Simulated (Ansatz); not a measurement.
Input file for Ansatz (a program for electronic structure): R-MP2/cc-pV(T+d)Z on CH5Al (SMILES [CH3][AlH2]), atoms moved off the minimum. Files ending in .json are basis or fitting sets from the Basis Set Exchange.

Ansatz 0.2 input:
```yaml
crystal:
  periodic: [false, false, false]
  atoms:
    - {symbol: Al, position_ang: [0.04108226, -0.32706551, -0.52464650]}
    - {symbol: H, position_ang: [-1.16922069, -0.47002338, -1.40284388]}
    - {symbol: H, position_ang: [1.38205757, -0.94859893, -1.30380474]}
    - {symbol: C, position_ang: [-0.01824597, 0.77738078, 1.00812578]}
    - {symbol: H, position_ang: [-0.20061583, 1.80149949, 1.08573149]}
    - {symbol: H, position_ang: [0.93597799, 0.27732844, 1.65458817]}
    - {symbol: H, position_ang: [-0.97237913, 0.42567713, 1.73014662]}
basis:
  gaussian:
    orbitals: cc-pV_T+d_Z.json
magnetization: {spin_polarized: false}
correlation: {method: mp2, electrons: outside_noble_gas}
scf: {lower_state_search: off}
output: {forces: true}
```

The log:

```
WARN ansatz: RAYON_NUM_THREADS=1 ignored (pool sized by the plan → 1); use --threads N
Functional definition: HF
these checks for a lower state are left out or cut short: starts, cluster_reference, orbital_swaps, neighbouring_geometries, increment
integrals: 0.11 GiB planned
779 factors; integrals over basis functions are off by at most 1.1e-3 eV
mean field: 0.25 GiB planned
mean field evaluation 1: about -7689.9589 eV, gradient 2.4e1 eV
mean field evaluation 2: about -7689.9583 eV, gradient 2.4e1 eV
mean field evaluation 4: about -7691.6181 eV, gradient 2.2e0 eV
mean field evaluation 8: about -7691.6421 eV, gradient 5.0e-4 eV
mean field -7691.64209301 eV, -282.6626333357 hartree, gradient 3.7e-6 eV, S^2 0.000000; 0 other end points of the search recorded, 0 dependent functions left out
6 core orbitals not correlated
reference -7691.64209301 eV, -282.6626333357 hartree; 6, 6 occupied and 127, 127 virtual orbitals, 779 factors
densities: 0.27 GiB planned
second order -7.45057659 eV of doubles, -0.00000000 eV of singles
the calculation of the forces begins
Total energy: -7699.09266959 eV, -282.9364369752 hartree
Atom 0 at     0.041082    -0.327066    -0.524647 Å, force     1.323227    -0.082006    -1.446376 eV/Å
Atom 1 at    -1.169221    -0.470023    -1.402844 Å, force    -1.193444    -0.309444    -0.566482 eV/Å
Atom 2 at     1.382058    -0.948599    -1.303805 Å, force    -0.600080     0.292399     0.909918 eV/Å
Atom 3 at    -0.018246     0.777381     1.008126 Å, force    -0.187798    -4.277944     4.540095 eV/Å
Atom 4 at    -0.200616     1.801499     1.085731 Å, force     0.717164     1.795492    -0.082837 eV/Å
Atom 5 at     0.935978     0.277328     1.654588 Å, force    -2.374228     2.200974    -1.376596 eV/Å
Atom 6 at    -0.972379     0.425677     1.730147 Å, force     2.315159     0.380527    -1.977723 eV/Å
Dipole moment:    -0.041287     0.020751     0.287368 e Å
Checks for a lower state left out: starts, cluster_reference, orbital_swaps, neighbouring_geometries, increment
```

The calculation finished and met its thresholds.

Cost: about 5 core-seconds (a rough figure).
